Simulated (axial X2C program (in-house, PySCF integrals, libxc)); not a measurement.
## Curves of MoI from open-shell CI on d5 s0 p(π)0

Computed with an in-house all-electron X2C program for linear molecules (integrals from PySCF): two-component X2C with atomic mean-field Coulomb and Gaunt terms, basis Mo dyall-v3z, I dyall-v3z (cores contracted in-house). Orbitals come from Hartree–Fock averaged over the configuration Mo d5 s0 p(π)0; CI then distributes these electrons over the d, s, p(π) shells of Mo.

Scan along the bond; masses Mo 97.905 u, I 126.904 u. Energies in cm⁻¹ from the lowest point; levels are followed by energy order within each Ω. Lowest level at 2.753 Å: 100% d5.

```csv
R (Å),(1)Ω=1/2,(1)Ω=3/2,(1)Ω=5/2,(2)Ω=1/2,(2)Ω=3/2
2.560,1811,1813,1817,18913,18929
2.657,499,501,504,17874,17891
2.753,0,1,4,17628,17646
2.863,104,105,107,18000,18020
2.973,691,691,693,18834,18855
3.097,1718,1719,1720,20114,20137
3.249,3286,3287,3287,21829,21856
```

Task: Fit the curves (1)Ω=1/2, (1)Ω=3/2, (1)Ω=5/2 near their minima.

Result: From the open-shell CI curves, Te from the lowest:

| level | Te (cm⁻¹) | Re (Å) | ωe (cm⁻¹) |
| --- | --- | --- | --- |
| (1)Ω=1/2 | 0 | 2.788 | 179.3 |
| (1)Ω=3/2 | 1 | 2.788 | 179.3 |
| (1)Ω=5/2 | 4 | 2.788 | 179.3 |

Without dynamic correlation distances can be off by several hundredths of an Å (long for ionic bonds, short for multiple bonds) and the wavenumbers are rough.

The 5 lowest curves are shown; the next is (3)Ω=1/2, from 18024 cm⁻¹.

Dynamic correlation is missing, so gaps between terms are too wide and other configurations may lie lower; the lowest level listed is that of this model, not necessarily the ground state. For d shells the ligand-field splittings (σ, π, δ) and their order can be off by a thousand cm⁻¹ or more. At most 4 roots were kept for each Ω > 0 (twice that for Ω = 0) within 3.2 eV of the lowest, so higher up levels can be missing between those listed; levels with Ω > 0 are doubly degenerate and listed once, Ω = 0 levels singly. States that fill the shells left empty in the average are placed too high.
